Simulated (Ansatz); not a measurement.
Coupled-cluster run, CH5Cl2InSe, SMILES `[CH3][In-]([Cl])([Cl])[SeH2+]`.

```yaml
crystal:
  periodic: [false, false, false]
  atoms:
    - {symbol: C, position_ang: [-1.476555, -0.875139, 0.276562]}
    - {symbol: In, position_ang: [0.619448, -0.832587, -0.129041]}
    - {symbol: Cl, position_ang: [2.216985, -1.255871, 1.545323]}
    - {symbol: Cl, position_ang: [1.471138, -1.223647, -2.286788]}
    - {symbol: Se, position_ang: [1.498021, 1.924305, -0.269908]}
    - {symbol: H, position_ang: [-1.993406, -1.349537, -0.556619]}
    - {symbol: H, position_ang: [-1.849501, 0.141416, 0.401541]}
    - {symbol: H, position_ang: [-1.652323, -1.438014, 1.192423]}
    - {symbol: H, position_ang: [0.833024, 2.411689, 0.947191]}
    - {symbol: H, position_ang: [0.416368, 2.446084, -1.117784]}
basis:
  gaussian: {orbitals: def2-SVP}
correlation: {method: ccsd_t}
```

```sh
$ ansatz run in.yaml --threads 4 --pin off --events-out ev --progress --plain --max-ram 11315MiB
```

Log, shortened:

```
Functional definition: HF
1370 factors; integrals over basis functions are off by at most 1.1e-3 eV
mean field evaluation 1: about -96552.1953 eV, gradient 2.8e1 eV
mean field evaluation 2: about -96552.2844 eV, gradient 2.8e1 eV
mean field evaluation 4: about -96554.9867 eV, gradient 2.5e0 eV
mean field evaluation 8: about -96555.0232 eV, gradient 1.5e-1 eV
mean field -96555.02341532 eV, -3548.3316631677 hartree, gradient 2.6e-6 eV, S^2 0.000000; 0 other end points of the search recorded, 0 dependent functions left out
24 core orbitals not correlated: weight in the atoms' cores, before any rotation towards them, 1.000 or more for the frozen orbitals, at most 0.000 for the correlated occupied ones
reference -96555.02341532 eV, -3548.3316631677 hartree; 26, 26 occupied and 83, 83 virtual orbitals, 1370 factors
second order -20.26590164 eV of doubles, -0.00000000 eV of singles
cycle   1  -21.17703459 eV  change   -9.1e-1 eV  update   9.3e-2
cycle   2  -21.69121950 eV  change   -5.1e-1 eV  update   2.8e-2
cycle   3  -21.75386495 eV  change   -6.3e-2 eV  update   1.2e-2
cycle   4  -21.75016074 eV  change    3.7e-3 eV  update   2.7e-3
cycle   5  -21.75019026 eV  change   -3.0e-5 eV  update   9.5e-4
cycle   6  -21.74974542 eV  change    4.4e-4 eV  update   2.8e-4
cycle   7  -21.74967682 eV  change    6.9e-5 eV  update   9.4e-5
cycle   8  -21.74972621 eV  change   -4.9e-5 eV  update   3.4e-5
perturbative correction -0.53975291 eV, -0.0198355536 hartree
Total energy: -96577.31289444 eV, -3549.1507864168 hartree
```

Hardware: 4 threads of an Intel Xeon on a shared host. Wall time 35 s, peak host memory 0.88 GiB.

Correlation energy per correlated electron: -0.429 eV. T1 diagnostic: 0.0085.
